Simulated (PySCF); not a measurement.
## Ionisation energy of B²⁺ by level of theory

B²⁺ [He] 2s1 (2S) → B³⁺ 1s2 (1S), as a difference of total energies. All numbers are calculated (PySCF 2.14, no relativity, point nucleus, in cc-pVDZ (3s2p1d, 14 functions)). The calculations carry no spin-orbit coupling.

```json
{"method": "UHF", "ionisation energy (eV)": "37.714"}
{"method": "TPSS", "ionisation energy (eV)": "38.044"}
{"method": "PBE0", "ionisation energy (eV)": "38.097"}
```

Q: Which method comes closest to the reference value, and which is furthest?

A: The reference is 37.931 eV (measured; NIST Atomic Spectra Database, ionization energies). Closest: TPSS (error 0.113 eV); furthest: UHF (error -0.217 eV).
